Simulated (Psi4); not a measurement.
Two rigid molecules brought together: CH2O2 ··· H4OSi (SMILES O=CO and O[SiH3]), singlet. Monomers: optimised at B3LYP-D3(BJ) (def2-TZVP), held rigid. Orientation: lowest of the rigid-body minima from ten starts at GFN2-xTB. R is the distance of the centres of mass, along which the second monomer moves. The table gives interaction energies.

```
R / Å       A       B       C
-----  ------  ------  ------
3.10    46.04   92.13   35.76
3.26    -5.80   28.86  -12.35
3.48   -35.88  -12.83  -40.06
3.67   -42.51  -26.20  -45.72
3.86   -41.20  -29.44  -43.74
4.09   -35.49  -27.39  -37.34
4.38   -27.13  -21.92  -28.30
4.69   -19.49  -16.23  -20.29
5.15   -11.67  -10.14  -12.38
5.90    -5.21   -4.98   -5.98
6.91    -2.07   -2.25   -2.66
8.15    -0.89   -1.04   -1.21
```

Energies in kJ/mol.

Question: Assign the columns to these levels of theory: HF/aug-cc-pVDZ, counterpoise-corrected (Psi4); PBE-D3(BJ)/def2-TZVP, counterpoise-corrected (Psi4); SAPT0/jun-cc-pVDZ, frozen core run with Psi4.

Answer: A is PBE-D3(BJ)/def2-TZVP; B is HF/aug-cc-pVDZ; C is SAPT0/jun-cc-pVDZ.
